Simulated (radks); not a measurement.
Q: These are the eigenvalues of the occupied orbitals of an atom or ion with whole-number occupations (eV). Method: scalar-relativistic Kohn-Sham, Slater X-alpha with alpha = 0.839, spin-polarised, spherical densities, finite nucleus; Fermi nuclear charge, rms radius of each element as measured or else 0.836 A^(1/3) + 0.57 fm; computed with a radial shooting solver on a logarithmic mesh with Libxc functionals.

orbital  eigenvalue
1s down   -45133.55
1s up     -45133.55
2s up     -7372.000
2s down   -7371.946
2p up     -6594.931
2p down   -6594.896
3s up     -1623.929
3s down   -1621.768
3p up     -1379.147
3p down   -1377.009
3d up     -1042.437
3d down   -1040.769
4s up     -336.9173
4s down   -331.5265
4p up     -256.2637
4p down   -250.8654
4d up     -141.9507
4d down   -136.5782
5s up      -58.1179
5s down    -54.8623
5p up      -38.2157
5p down    -35.7096
4f up      -19.6164

Which element is it, and in what charge state? The configuration may be excited. Open shells, if any, are filled with parallel spins first.

A: Z = 61, promethium, charge +2: Pm2+ in [Xe] 4f5. The list shows which subshells hold electrons but not how many an open one holds; the 1s level, -1658.6 hartree, gives Z - s = 57.6 by -(Z - s)^2/2, which with screening and relativity narrows Z to a few neighbours, and the depths of the outer levels then fix element, charge and occupations together.
